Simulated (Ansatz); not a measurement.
CdH3NO (`[NH2][Cd][OH]`) from Hartree–Fock to CCSD(T)

Cartesian coordinates in Å:
```
N 0.219 1.188 -1.075
Cd -0.141 -0.103 0.410
O -0.586 -1.152 2.009
H -0.298 0.953 -1.915
H 1.198 1.200 -1.337
H -0.392 -2.086 1.909
```

Charge 0, multiplicity 1. Correlated methods include outer-core shells of Cd, which these sets cover unevenly. Cd takes the def2 core potential. All single points use the PBE0-D4/def2-TZVP geometry. It is one conformer, not always the lowest. Frozen core, restricted reference, Ansatz 0.2.0.

| basis | HF (Eh) | MP2 corr. |
| --- | --- | --- |
| def2-SVP | -297.75950 | -0.75006 |
| def2-TZVPP | -297.96973 | -1.19287 |
| def2-QZVPP | -297.98109 | -1.31297 |

Q: Estimate the CCSD correlation energy and the (T) correction in each basis where they were run (hartree).

A: 
| basis | CCSD corr. | (T) |
| --- | --- | --- |
| def2-SVP | -0.74724 | -0.01875 |
| def2-TZVPP | -1.16474 | -0.03870 |
| def2-QZVPP | -1.27533 | -0.04765 |
